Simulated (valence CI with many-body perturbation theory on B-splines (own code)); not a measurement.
Results of a calculation; reference values are marked as such.
Dy XXVIII: what the settings do

Method: relativistic CI+MBPT: three valence electrons over a frozen Dirac-Fock core [Kr], a basis of 6 s, 6 p, 5 d, 5 f, 1 g functions for each j, with the one-electron correlation potential Σ1, the two-electron term Σ2, the three-electron term Σ3, Breit, model QED; selected CI, second order for the rest, scaled by the run's own slope (own B-spline code, finite nucleus).

The last digits are not significant, and no measured levels were compared; by estimate large intervals hold to a few tenths of a per cent, small ones and those within an open d or f shell to about a per cent. Only levels of the ground parity were solved; by the run's estimate the other parity begins above the list, which can be wrong where configurations are misplaced.

The reference run has the lowest level (4d3/2^3) J=3/2 and an ionisation energy of 969.568 eV. Its largest variational space holds 2574 state functions.

Levels are named by their leading jj configuration (3d3/2^4 stands for four electrons in 3d with j = 3/2), which in mixed levels can hold well under half, so a name can repeat and another be missing. Letters in brackets count levels of one name in rising energy.

| Level | Reference (cm⁻¹) | Shift (cm⁻¹) |
| --- | --- | --- |
| (4d3/2^2 4d5/2) J=5/2 [a] | 56186 | -440 |
| (4d3/2^2 4d5/2) J=3/2 | 74743 | +373 |
| (4d3/2^2 4d5/2) J=7/2 | 79111 | +162 |
| (4d3/2^2 4d5/2) J=9/2 | 84273 | +678 |
| (4d3/2^2 4d5/2) J=1/2 | 86293 | +603 |
| (4d3/2^2 4d5/2) J=5/2 [b] | 130148 | +820 |
| (4d3/2 4d5/2^2) J=7/2 [a] | 138621 | +99 |
| (4d3/2 4d5/2^2) J=9/2 | 147024 | +220 |
| (4d3/2 4d5/2^2) J=3/2 [a] | 159579 | +284 |
| (4d3/2 4d5/2^2) J=1/2 | 166387 | +724 |
| (4d3/2 4d5/2^2) J=11/2 | 172689 | +1270 |
| (4d3/2 4d5/2^2) J=5/2 [a] | 177969 | +1451 |

The ionisation energy moves by -0.398 eV.

Task: Which of these changes was made?
A. shift of the energy in Σ1 (hartree) 0 → -15; scale of Σ1 1 → 0.9
B. highest l in the core sums 6 → 1
C. highest l with Σ1, explicit Σ2 and valence Breit (higher l get mean screening factors) 3 → 0
D. correlating orbitals by l 3 3 3 3 1 → 4 4 0 0 0; scale of Σ2 1 → 0.8

Result: D. correlating orbitals by l 3 3 3 3 1 → 4 4 0 0 0; scale of Σ2 1 → 0.8.
